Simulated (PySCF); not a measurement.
## Exercise with solution: entropy of an ideal gas

BHCl₂, SMILES ClBCl.

Coordinates come from a PBE0-D3(BJ)/def2-TZVP optimisation.

PBE0-D3(BJ)/def2-TZVP (PySCF) gives the harmonic wavenumbers 290, 746, 785, 914, 1098, 2700 cm⁻¹ and the rotational temperatures 2.2859, 0.1506, 0.1413 K. The molar mass is 82.72 g/mol, the symmetry number 2, the spin multiplicity 1.

Question: Work out the entropy at 298.15 K and 1 atm in the rigid-rotor, harmonic-oscillator model.

Answer: 
Translation (Sackur–Tetrode at 1 atm): S = R[1.5 ln M + 2.5 ln T − 1.16487] = 163.8 J/(mol K).
Rotation: q = (√π/σ) T^1.5/√(θA θB θC) = 20700, S = R[ln q + 3/2] = 95.1 J/(mol K).
Vibration: with u = 1.4388 ν/T, each mode gives R[u/(e^u − 1) − ln(1 − e^−u)]:
```csv
ν (cm⁻¹),modes,u,S (J/(mol K))
290,1,1.40,6.17
746,1,3.60,1.07
785,1,3.79,0.92
914,1,4.41,0.55
1098,1,5.30,0.26
```
The stiffer modes add less than 0.005 each. Sum 9.0 J/(mol K).
Spin: R ln 1 = 0.0 J/(mol K).
Total 267.9 J/(mol K); the program's own thermochemistry gives 267.9. Translation makes up 61 % and vibration 3 %. Anharmonicity, hindered rotation and orbital degeneracy are left out.
